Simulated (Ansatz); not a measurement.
Reaction (formal exchange of groups at the Si–C bond): `C=C[Si](C)(N)O` + SiH₄ → `C=C[Si](N)(O)[SiH3]` + CH₄

Program: Ansatz. Geometries: PBE0-D4/def2-TZVP. ΔE: electronic, gas phase. CBS: MP2 limit from def2 TZ/QZ plus the TZ coupled-cluster correction, frozen cores. This one scheme is used for every species. DFT in def2-TZVPP. B3LYP here is the variant with VWN-RPA as its local correlation; programs differ in this. One conformer a species, not always the lowest.

`C=C[Si](C)(N)O`:

```xyz
15

C    -0.995   -0.478   -2.039
C     0.202   -0.226   -1.515
Si    0.492    0.244    0.260
C    -1.121    0.534    1.147
N     1.361   -0.918    1.188
O     1.433    1.596    0.152
H    -1.128   -0.770   -3.077
H    -1.906   -0.401   -1.450
H     1.068   -0.316   -2.171
H    -0.936    0.846    2.178
H    -1.697    1.320    0.655
H    -1.738   -0.368    1.177
H     2.238   -1.282    0.849
H     0.852   -1.633    1.683
H     1.875    1.852    0.964
```

SiH₄:

Z-matrix (Å, degrees):
```
Si
H 1 1.485
H 1 1.485 2 109.5
H 1 1.485 2 109.5 3 -120.0
H 1 1.485 2 109.5 3 120.0
```

`C=C[Si](N)(O)[SiH3]`:

Cartesian coordinates in Å:
```
C -2.164 0.664 1.026
C -0.935 0.178 1.178
Si 0.118 -0.360 -0.259
N 0.853 -1.826 0.230
O -0.810 -0.439 -1.628
Si 1.790 1.182 -0.810
H -2.769 0.993 1.867
H -2.616 0.761 0.042
H -0.523 0.122 2.185
H 0.426 -2.445 0.898
H 1.580 -2.277 -0.299
H -1.483 -1.123 -1.652
H 2.803 0.559 -1.710
H 2.495 1.629 0.424
H 1.234 2.382 -1.492
```

CH₄:

Cartesian coordinates in Å:
```
C 0.000 0.000 0.000
H -1.037 0.211 -0.259
H 0.111 -1.062 0.218
H 0.281 0.582 0.877
H 0.645 0.269 -0.836
```

```
             level  ΔE (kJ/mol)  difference from CCSD(T)/CBS
            PBE-D4        -10.0                        -14.9
         r2SCAN-D4          0.2                         -4.7
           PBE0-D4         -5.3                        -10.2
          B3LYP-D4         -0.7                         -5.6
           ωB97X-V          3.3                         -1.6
           ωB97M-V          9.3                          4.4
            B2PLYP          4.8                         -0.1
               PBE         -8.6                        -13.5
            r2SCAN          0.7                         -4.2
              PBE0         -3.9                         -8.8
             B3LYP          1.6                         -3.3
     HF/def2-TZVPP         13.4                          8.5
    MP2/def2-TZVPP          9.7                          4.8
SCS-MP2/def2-TZVPP         10.8                          5.9
   CCSD/def2-TZVPP          8.2                          3.3
CCSD(T)/def2-TZVPP          6.5                          1.6
     HF/def2-QZVPP         13.9                          9.0
    MP2/def2-QZVPP          8.9                          4.0
SCS-MP2/def2-QZVPP         10.0                          5.1
      HF/CBS(def2)         14.0                          9.1
     MP2/CBS(def2)          8.1                          3.2
    CCSD/CBS(def2)          6.6                          1.7
       CCSD(T)/CBS          4.9                            0
```

Largest T1 diagnostic among the species: 0.012.

In def2-TZVPP, CCSD(T) changes the Hartree–Fock value by −6.9 kJ/mol (the triples alone add −1.7 kJ/mol) and MP2 by −3.7 kJ/mol. From PBE to PBE0 (25 % exact exchange), in def2-TZVPP and without D4, ΔE moves by +4.8 kJ/mol.
